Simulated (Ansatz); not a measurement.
Geometry optimisation, RHF/def2-SVP (Ansatz 0.2.0).

Input:

```yaml
crystal:
  periodic: [false, false, false]
  atoms:
    - { symbol: Sn, position_ang: [-0.180866, -0.069035, 0.027331] }
    - { symbol: Cl, position_ang: [-0.359086, -0.158821, 2.404383] }
    - { symbol: O, position_ang: [1.693135, -0.180536, -0.459814] }
    - { symbol: H, position_ang: [1.962817, -0.976944, -0.895868] }
    - { symbol: O, position_ang: [-1.13453, 1.418221, -0.733645] }
    - { symbol: H, position_ang: [-1.980821, 1.210161, -1.103111] }
    - { symbol: O, position_ang: [-1.089788, -1.662962, -0.608374] }
    - { symbol: H, position_ang: [-1.238792, -2.373815, -0.001275] }
    - { symbol: O, position_ang: [1.580171, 2.189319, 1.335654] }
    - { symbol: H, position_ang: [2.331502, 1.682032, 1.058881] }
    - { symbol: H, position_ang: [1.30676, 1.794682, 2.178439] }
basis:
  gaussian: { orbitals: def2-SVP }
hamiltonian:
  xc: hf
relax:
  f_tol: 0.03
  max_steps: 50
output:
  orbitals: {}
```

Run as:

```bash
$ ansatz run input.yaml --threads 4 --pin off --max-ram 5120MiB --backend cpu --events-out ev --progress --plain --runs-dir out
```

Q: Where does it end, and by what steps?

A: The forces met the threshold. After 9 steps the energy has fallen by 0.375 eV; O9 moved furthest, 0.54 Å. Joined: Sn1–O9 (3.15 → 2.36 Å).

```tsv
step	energy less start (eV)	largest force component (eV/Å)	accepted
0	0.0000	1.087	yes
1	-0.0418	2.298	yes
2	-0.1237	3.026	yes
3	-0.2700	0.716	yes
4	-0.3483	0.516	yes
5	-0.3679	0.410	yes
6	-0.3728	0.139	yes
7	-0.3633	0.490	no
8	-0.3747	0.042	yes
9	-0.3754	0.024	yes
```

```xyz
11
Properties=species:S:1:pos:R:3
Sn -0.036 0.043 0.233
Cl -0.446 -0.385 2.510
O 1.807 -0.241 -0.352
H 1.928 -0.994 -0.913
O -1.061 1.498 -0.533
H -1.787 1.202 -1.064
O -0.898 -1.509 -0.604
H -1.274 -2.170 -0.042
O 1.259 1.819 1.101
H 2.150 1.619 0.834
H 1.249 1.992 2.033
```

Whether the end is a true minimum wasn't checked by a vibrational analysis.

Time of the run: 13 s on 4 threads of Arm Neoverse V2, on a shared host, peak memory 0.33 GiB.
